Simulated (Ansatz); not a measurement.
Ansatz (a quantum-chemistry and plane-wave program) input (RI-MP2/def2-TZVPPD):
A basis named .json is the Basis Set Exchange file of that set.

Ansatz 0.2 input:
```yaml
crystal:
  periodic: [false, false, false]
  atoms:
    - {symbol: Ag, position_ang: [-0.00000000, -0.00000000, -0.63988361]}
    - {symbol: C, position_ang: [0.00000000, 0.00000000, 1.51185450]}
    - {symbol: O, position_ang: [0.00000000, 0.00000000, 2.62542533]}
basis:
  gaussian:
    orbitals: def2-TZVPPD.json
    fitting: {mean_field: def2-universal-jkfit, correlation: def2-TZVPPD-RIFIT.json}
total_charge: 2
magnetization: {spin_polarized: true, initial_magnetization: 1}
correlation: {method: mp2, electrons: outside_noble_gas}
```

End of the output:

```
360 factors; integrals over basis functions are off by at most 1.0e0 eV
mean field: 0.27 GiB planned
mean field evaluation 1: about -7009.3914 eV, gradient 6.1e1 eV
mean field evaluation 2: about -7011.3437 eV, gradient 5.9e1 eV
mean field evaluation 4: about -7020.8504 eV, gradient 4.2e0 eV
mean field evaluation 8: about -7021.4238 eV, gradient 4.9e-1 eV
mean field evaluation 16: about -7020.4777 eV, gradient 2.8e-6 eV
mean field evaluation 32: about -7020.7579 eV, gradient 9.2e0 eV
mean field evaluation 64: about -7013.3356 eV, gradient 2.0e0 eV
mean field evaluation 96: about -7021.3735 eV, gradient 1.3e0 eV
mean field -7021.43147660 eV, -258.0328474680 hartree, gradient 2.9e-6 eV, S^2 0.769411; 14 other end points of the search recorded, 0 dependent functions left out
6 core orbitals not correlated
reference -7021.43147660 eV, -258.0328474680 hartree; 10, 9 occupied and 117, 118 virtual orbitals, 360 factors
second order -18.36725915 eV of doubles, -0.00000000 eV of singles
Total energy: -7039.79873576 eV, -258.7078317922 hartree
```

This state (charge 2, doublet) is run at the relaxed geometry of the species with charge 1 and multiplicity 1.
